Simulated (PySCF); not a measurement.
PySCF input for Si(Cl)2(I)(Me) (CH₃Cl₂ISi), SMILES C[Si](Cl)(Cl)I, TDA-PBE/def2-SVPD. Coordinates come from a B3LYP-D3(BJ)/def2-SVP optimisation. The def2 effective core potentials stand for the cores of I; spin–orbit coupling is left out.

```python
import numpy as np
from pyscf import gto, scf, dft, tdscf

mol = gto.M(
    atom='''
    C    -1.27034417    2.10978951   -0.00000002
    Si   -0.88619483    0.29142346   -0.00000000
    Cl   -1.70245645   -0.60428252    1.67528252
    Cl   -1.70245645   -0.60428254   -1.67528252
    I     1.54643325   -0.06825856    0.00000000
    H    -0.84335616    2.58453352    0.89619998
    H    -0.84335616    2.58453351   -0.89620002
    H    -2.36193802    2.25557715   -0.00000002
    ''',
    basis='def2-SVPD',
    ecp={'I': 'def2-svp'},
    charge=0,
    spin=0,
    symmetry=True,
    max_memory=1600,
    verbose=4,
)
mf = dft.RKS(mol, xc='pbe').density_fit(auxbasis='def2-universal-jkfit')
mf.grids.level = 3
mf.conv_tol = 1e-9
mf.max_cycle = 100
mf.kernel()
mf.grids = dft.Grids(mol).set(level=1).build(with_non0tab=True)  # coarser grid for the response kernel
td = tdscf.TDA(mf)
td.singlet = True
td.nstates = 10
td.conv_tol = 1e-4
td.positive_eig_threshold = 1e-6
td.kernel(x0=td.get_init_guess(mf, 15))
td.analyze()
tt = tdscf.TDA(mf)
tt.singlet = False
tt.nstates = 4
tt.conv_tol = 1e-4
tt.positive_eig_threshold = 1e-6
tt.kernel(x0=tt.get_init_guess(mf, 9))
tt.analyze(verbose=3)
```

Output:

```
PySCF version 2.14.0

[INPUT] verbose = 4
[INPUT] num. atoms = 8
[INPUT] num. electrons = 82
[INPUT] charge = 0
[INPUT] spin (= nelec alpha-beta = 2S) = 0
[INPUT] symmetry True subgroup None
[INPUT] Mole.unit = angstrom
[INPUT] Symbol           X                Y                Z      unit          X                Y                Z       unit  Magmom
[INPUT]  1 C     -1.270344170000   2.109789510000  -0.000000020000 AA   -2.400602565238   3.986924354380  -0.000000037795 Bohr   0.0
[INPUT]  2 Si    -0.886194830000   0.291423460000   0.000000000000 AA   -1.674665521705   0.550710525673   0.000000000000 Bohr   0.0
[INPUT]  3 Cl    -1.702456450000  -0.604282520000   1.675282520000 AA   -3.217176429499  -1.141928464662   3.165825144071 Bohr   0.0
[INPUT]  4 Cl    -1.702456450000  -0.604282540000  -1.675282520000 AA   -3.217176429499  -1.141928502457  -3.165825144071 Bohr   0.0
[INPUT]  5 I      1.546433250000  -0.068258560000   0.000000000000 AA    2.922335312421  -0.128989984057   0.000000000000 Bohr   0.0
[INPUT]  6 H     -0.843356160000   2.584533520000   0.896199980000 AA   -1.593712167865   4.884060512558   1.693572515041 Bohr   0.0
[INPUT]  7 H     -0.843356160000   2.584533510000  -0.896200020000 AA   -1.593712167865   4.884060493661  -1.693572590630 Bohr   0.0
[INPUT]  8 H     -2.361938020000   2.255577150000  -0.000000020000 AA   -4.463415980997   4.262423066327  -0.000000037795 Bohr   0.0

nuclear repulsion = 487.879073524327
point group symmetry = Cs
symmetry origin: [-5.15379844e-10 -3.43586581e-10 -3.09227911e-09]
symmetry axis x: [ 1.00000000e+00 -1.77120708e-10  1.49681913e-09]
symmetry axis y: [ 1.77120715e-10  1.00000000e+00 -4.65207576e-09]
symmetry axis z: [-1.49681913e-09  4.65207582e-09  1.00000000e+00]
num. orbitals of irrep A' = 96
num. orbitals of irrep A" = 61
number of shells = 65
number of NR pGTOs = 262
number of NR cGTOs = 157
basis = def2-SVPD
ecp = {'I': 'def2-svp'}


[settings echo left out]
init E= -1515.63872008621
HOMO (A') = -0.581293613473282  LUMO (A") = -0.58107515254877  gap/eV = 0.00594

WARN: A' HOMO -0.581293613473282 > system LUMO -0.58107515254877


WARN: A" LUMO -0.58107515254877 < system HOMO -0.581293613473282

cycle= 1 E= -1542.19778916626  delta_E= -26.6  |g|= 4.08  |ddm|= 12.6
HOMO (A') = -0.112020197093852  LUMO (A") = -0.109576982848988  gap/eV = 0.06648
cycle= 2 E= -1508.10544268969  delta_E= 34.1  |g|= 11.5  |ddm|= 20.5
HOMO (A") = -0.06596863497548  LUMO (A') = -0.0452350530004437  gap/eV = 0.56419
cycle= 3 E= -1544.32581841117  delta_E= -36.2  |g|= 2.33  |ddm|= 18.1
HOMO (A") = -0.156063456539548  LUMO (A') = -0.0980947082481939  gap/eV = 1.57741
cycle= 4 E= -1546.13202705151  delta_E= -1.81  |g|= 1.16  |ddm|= 5.51
HOMO (A") = -0.297921281490844  LUMO (A') = -0.129870086994141  gap/eV = 4.57291
cycle= 5 E= -1546.61429646555  delta_E= -0.482  |g|= 0.435  |ddm|= 2.85
HOMO (A") = -0.238483626341647  LUMO (A') = -0.060883454950755  gap/eV = 4.83275
cycle= 6 E= -1546.65664322226  delta_E= -0.0423  |g|= 0.25  |ddm|=  1.1
HOMO (A") = -0.242042479956574  LUMO (A') = -0.0764975914029691  gap/eV = 4.50471
cycle= 7 E= -1546.67403086237  delta_E= -0.0174  |g|= 0.107  |ddm|= 0.515
HOMO (A") = -0.24990615670243  LUMO (A') = -0.0776657172567875  gap/eV = 4.68690
cycle= 8 E= -1546.67755113199  delta_E= -0.00352  |g|= 0.0117  |ddm|= 0.188
HOMO (A") = -0.250411314678427  LUMO (A') = -0.0779395615050639  gap/eV = 4.69320
cycle= 9 E= -1546.67758735591  delta_E= -3.62e-05  |g|= 0.00703  |ddm|= 0.0263
HOMO (A") = -0.250668992909713  LUMO (A') = -0.0780616174487905  gap/eV = 4.69689
cycle= 10 E= -1546.6776010929  delta_E= -1.37e-05  |g|= 0.00152  |ddm|= 0.0105
HOMO (A") = -0.250557381216804  LUMO (A') = -0.0779446712266416  gap/eV = 4.69703
cycle= 11 E= -1546.67760172842  delta_E= -6.36e-07  |g|= 0.000459  |ddm|= 0.00297
HOMO (A") = -0.250556607811447  LUMO (A') = -0.0779457606410447  gap/eV = 4.69698
cycle= 12 E= -1546.6776017908  delta_E= -6.24e-08  |g|= 7.89e-05  |ddm|= 0.000748
HOMO (A") = -0.250555615313704  LUMO (A') = -0.0779509795839921  gap/eV = 4.69681
cycle= 13 E= -1546.67760179294  delta_E= -2.14e-09  |g|= 1.16e-05  |ddm|= 0.000156
HOMO (A") = -0.250556342108069  LUMO (A') = -0.0779512839945923  gap/eV = 4.69682
cycle= 14 E= -1546.67760179299  delta_E= -5.18e-11  |g|= 3.19e-06  |ddm|= 2.5e-05
HOMO (A") = -0.25055658773249  LUMO (A') = -0.0779511944970344  gap/eV = 4.69683
Extra cycle  E= -1546.67760179299  delta_E= 4.55e-13  |g|= 3.47e-06  |ddm|= 1.16e-05
converged SCF energy = -1546.67760179299
tot grids = 39672
Overwritten attributes  positive_eig_threshold  of <class 'pyscf.tdscf.rks.TDA'>


******** <class 'pyscf.tdscf.rks.TDA'> for <class 'pyscf.df.df_jk.DFSymAdaptedRKS'> ********
nstates = 10 singlet
deg_eia_thresh = 1.000e-03
wfnsym = None
conv_tol = 0.0001
eigh lindep = 1e-12
eigh level_shift = 0
eigh max_cycle = 100


Excitation energies (eV)
[4.93046612 4.97969928 5.99347317 6.05282132 6.14614516 6.1992028
 6.2078409  6.37026094 6.40846233 6.53962081]

** Singlet excitation energies and oscillator strengths **
Excited State   1:   A"      4.93047 eV    251.47 nm  f=0.0070
      41 -> 42       -0.70322
Excited State   2:   A'      4.97970 eV    248.98 nm  f=0.0117
      40 -> 42       -0.70169
Excited State   3:   A'      5.99347 eV    206.87 nm  f=0.0314
      39 -> 42       -0.61721
      40 -> 43        0.19297
      41 -> 44       -0.25508
Excited State   4:   A"      6.05282 eV    204.84 nm  f=0.0053
      38 -> 42       -0.66275
      41 -> 43       -0.21947
Excited State   5:   A"      6.14615 eV    201.73 nm  f=0.0032
      38 -> 42       -0.21345
      41 -> 43        0.66819
Excited State   6:   A'      6.19920 eV    200.00 nm  f=0.0009
      40 -> 43       -0.60283
      41 -> 44       -0.36059
Excited State   7:   A"      6.20784 eV    199.72 nm  f=0.0016
      40 -> 44       -0.69861
Excited State   8:   A'      6.37026 eV    194.63 nm  f=0.0348
      36 -> 42       -0.44585
      39 -> 42        0.15515
      40 -> 43        0.23334
      40 -> 45        0.20573
      41 -> 44       -0.40869
Excited State   9:   A"      6.40846 eV    193.47 nm  f=0.0022
      37 -> 42        0.69776
Excited State  10:   A"      6.53962 eV    189.59 nm  f=0.0356
      41 -> 45       -0.70428

** Transition electric dipole moments (AU) **
state          X           Y           Z        Dip. S.      Osc.
  1        -0.0000      0.0000     -0.2411      0.0581      0.0070
  2        -0.1937     -0.2419      0.0000      0.0960      0.0117
  3        -0.4375      0.1501      0.0000      0.2139      0.0314
  4        -0.0000      0.0000     -0.1882      0.0354      0.0053
  5        -0.0000      0.0000     -0.1462      0.0214      0.0032
  6        -0.0604      0.0453      0.0000      0.0057      0.0009
  7        -0.0000      0.0000      0.1015      0.0103      0.0016
  8         0.4687     -0.0600     -0.0000      0.2232      0.0348
  9        -0.0000      0.0000     -0.1176      0.0138      0.0022
 10        -0.0000      0.0000     -0.4716      0.2224      0.0356

WARN: ECP detected. Skipping calculation of transition velocity and magnetic dipole moments, which have not yet been implemented.



******** <class 'pyscf.tdscf.rks.TDA'> for <class 'pyscf.df.df_jk.DFSymAdaptedRKS'> ********
nstates = 4 triplet
deg_eia_thresh = 1.000e-03
wfnsym = None
conv_tol = 0.0001
eigh lindep = 1e-12
eigh level_shift = 0
eigh max_cycle = 100


Excitation energies (eV)
[4.49528736 4.52177343 5.47338478 5.83730427]

** Triplet excitation energies and oscillator strengths **
Excited State   1:   A"      4.49529 eV    275.81 nm  f=0.0000
Excited State   2:   A'      4.52177 eV    274.19 nm  f=0.0000
Excited State   3:   A'      5.47338 eV    226.52 nm  f=0.0000
Excited State   4:   A"      5.83730 eV    212.40 nm  f=0.0000
```

The run converged.
